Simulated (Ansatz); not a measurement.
Consider the formal hydrolysis of the Si–O bond: `FCO[SiH2][SeH]` + H₂O → `O[SiH2][SeH]` + `OCF`.

Gas-phase electronic energies from Ansatz, PBE0-D4/def2-TZVP geometries. CCSD(T)/CBS adds triple-zeta CCSD(T) − MP2 to the extrapolated MP2 energy (def2 sets, frozen cores). This one scheme is used for every species. Functionals use def2-TZVPP. B3LYP here is the variant with VWN-RPA as its local correlation; programs differ in this. For Se outer-core shells are correlated without core-valence functions, which leaves a few kJ/mol of doubt a bond. Scalar relativity is left out up to krypton. Each species was taken in one conformer, which may not be the lowest.

| level | ΔE (kJ/mol) | difference from CCSD(T)/CBS |
| --- | --- | --- |
| PBE-D4 | -3.6 | -5.7 |
| r2SCAN-D4 | -3.4 | -5.5 |
| PBE0-D4 | -2.6 | -4.7 |
| ωB97X-V | -2.0 | -4.1 |
| ωB97M-V | -1.9 | -4.0 |
| B2PLYP | -4.5 | -6.6 |
| r2SCAN | -4.9 | -7.0 |
| B3LYP | -7.9 | -10.0 |
| HF/def2-TZVPP | -6.9 | -9.0 |
| MP2/def2-TZVPP | 1.1 | -1.0 |
| SCS-MP2/def2-TZVPP | -0.6 | -2.7 |
| CCSD(T)/def2-TZVPP | 0.1 | -2.0 |
| HF/def2-QZVPP | -6.4 | -8.5 |
| MP2/def2-QZVPP | 2.4 | 0.3 |
| SCS-MP2/def2-QZVPP | 0.5 | -1.6 |
| CCSD/CBS(def2) | 1.1 | -1.0 |
| CCSD(T)/CBS | 2.1 | 0 |

Largest T1 diagnostic among the species: 0.011.

The D4 term adds +7.4 kJ/mol with B3LYP and +4.3 kJ/mol with PBE0; it sums over pairs of atoms, weighted by their polarisabilities, and B3LYP, whose exchange is more repulsive, gets the larger term. In def2-TZVPP, CCSD(T) changes the Hartree–Fock value by +7.1 kJ/mol (the triples alone add +1.0 kJ/mol) and MP2 by +8.0 kJ/mol.
